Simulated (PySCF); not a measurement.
A calculated (M06, PySCF 2.14, aug-cc-pVTZ with one added diffuse shell each of s, p, d, f, g type, the non-relativistic Hamiltonian (point nucleus)) atom or ion has these occupied shells.

```tsv
shell	electrons	orbital energy (eV)	rms radius, mean of both spins (bohr)
1s α	1	-6978.6	0.0685
1s β	1	-6978.5	0.0685
2s α	1	-827.02	0.292
2s β	1	-825.38	0.292
2p α	3	-712.06	0.262
2p β	3	-710.46	0.262
3s α	1	-102.00	0.879
3s β	1	-96.007	0.879
3p α	3	-67.838	0.936
3p β	3	-61.651	0.936
3d α	5	-13.011	1.27
3d β	1	-8.529	1.27
4s α	1	-7.446	3.08
4p α	1	-3.084	4.33
```

(1) Name the element and its charge.

Answers

(1) Fe (iron, neutral), in [Ar] 3d6 4s1 4p1, one real determinant (an excited configuration).
